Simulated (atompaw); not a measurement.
## Logarithmic derivatives: Al (Z = 13), PAW (atompaw)

| Quantity | Value |
| --- | --- |
| Element | aluminium |
| Generator | atompaw 4.2.0.5 |
| Type | PAW |
| Functional | PBE |
| Relativity | non-relativistic |
| Frozen core | [Ne] |
| Valence charge | 3 |
| Reference configuration | 3s2 3p0.5 (charge +0.5) |
| Partial waves | 3s (bound): rc 2.50 bohr; 3s channel at -0.1 Ry: rc 1.90 bohr; 3p (bound): rc 2.50 bohr; 3p channel at 2.75 Ry: rc 2.50 bohr; 3d channel at 0.15 Ry: rc 2.50 bohr; 3d channel at 1.05 Ry: rc 2.05 bohr |
| Local potential | troulliermartins scheme with l = 3 at -0.5 Ry, radius 2.30 bohr |
| Core correction | smooth core density matched at 2.35 bohr |
| Augmentation charge | sinc compensation charge, radius 2.10 bohr; PAW radius 2.50 bohr; waves and projectors: custom rrkj gramschmidtortho |

The phase is arctan(r·u′/u) with u = r·R(r), unwrapped; energies in Ry, scanned from -3 to 5 Ry. A pole is an energy at which the radial function vanishes at the test radius. The pseudo phase is shifted by a multiple of π to meet the all-electron one at the reference energy, and phase errors are pseudo minus all-electron; the curves can meet again beyond the range given. Levels narrower than the energy grid can be missing from the lists of poles.

| channel | radius (bohr) | reference energy (Ry) | poles, all-electron | poles, pseudo | unbroken range about the reference energy with phases within 0.05 rad | phase error 1 Ry above the reference energy (rad) |
| --- | --- | --- | --- | --- | --- | --- |
| s | 2.51 | -0.81 | 0.66 | 0.66 | below 3.1 | -0.000 |
| p | 2.51 | -0.42 | 1.47 | 1.46 | below 4.2 | -0.001 |
| d | 2.51 | 0.15 | 2.21 | 2.22 | below 3.8 | -0.000 |

Phases in the d channel:

| E (Ry) | all-electron | pseudo |
| --- | --- | --- |
| -3.00 | 1.337 | 1.337 |
| -2.52 | 1.316 | 1.316 |
| -2.04 | 1.287 | 1.288 |
| -1.56 | 1.248 | 1.248 |
| -1.08 | 1.187 | 1.187 |
| -0.60 | 1.083 | 1.083 |
| -0.12 | 0.857 | 0.857 |
| 0.36 | 0.198 | 0.198 |
| 0.84 | -0.876 | -0.876 |
| 1.32 | -1.310 | -1.310 |
| 1.80 | -1.483 | -1.482 |
| 2.28 | -1.583 | -1.582 |
| 2.76 | -1.663 | -1.658 |
| 3.24 | -1.745 | -1.734 |
| 3.72 | -1.862 | -1.827 |
| 4.20 | -2.101 | -1.975 |
| 4.68 | -2.870 | -2.286 |
